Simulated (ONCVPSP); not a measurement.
## La, ONCV: configuration errors across variants

* Element: lanthanum
* Generator: ONCVPSP 4.0.1
* Type: optimised norm-conserving Vanderbilt (ONCV)
* Functional: LDA (Perdew-Wang 92)
* Relativity: scalar-relativistic
* Frozen core: [Xe]
* Valence charge: 3
* Reference configuration: 5d1 6s2
* Partial waves: 6s: rc 4.00 bohr, ncon 3, nbas 6, qcut 1.6 1/bohr, 2 projectors, debl 2.3 Ha; p scattering state at 0.05 Ha: rc 3.60 bohr, ncon 3, nbas 7, qcut 2.3 1/bohr, 2 projectors, debl 1.5 Ha; 5d: rc 4.00 bohr, ncon 4, nbas 9, qcut 4.1 1/bohr, 1 projector; f scattering state at 0.02 Ha: rc 3.25 bohr, ncon 5, nbas 10, qcut 3.9 1/bohr, 2 projectors, debl 0.6 Ha
* Local potential: polynomial inside 2.20 bohr (lpopt 5, dvloc0 3 Ha)
* Core correction: Teter function, fcfact 3.25, rcfact 1.1

In the f channel the program set the typed energies aside and used -0.169, 0.431 Ha.

All-electron excitation energies from the reference (eV): (1) 5d1 6s1 6.158; (2) 5d1 6s0 17.305; (3) 5d1 6s1.5 2.480; (4) 4f1 5d0 6s1 6.319.

Errors AE − PS in meV (a dash: test not solved or not reliable):

| change | (1) | (2) | (3) | (4) | bound ghosts | GHOST(+) flags above zero |
| --- | --- | --- | --- | --- | --- | --- |
| base | +9.5 | +62 | +1.9 | +1839 | none | s, p |
| f: qcut 3.1 | +9.5 | +62 | +1.9 | +1959 | none | s, p |
| f: qcut 3.6 | +9.5 | +62 | +1.9 | +1880 | none | s, p |
| f: qcut 4 | +9.5 | +62 | +1.9 | +1826 | none | s, p |
| f: qcut 4.8 | +9.5 | +62 | +1.9 | +1728 | none | s, p |
| f: qcut 5.1 | +9.5 | +62 | +1.9 | +1695 | none | s, p |
| f: qcut 5.7 | +9.5 | +62 | +1.9 | +1638 | none | s, p |

Give the same row for: f: qcut 2.4.

+9.5, +62, +1.9, +2022; bound ghosts: none; GHOST(+) flags above zero: s, p.
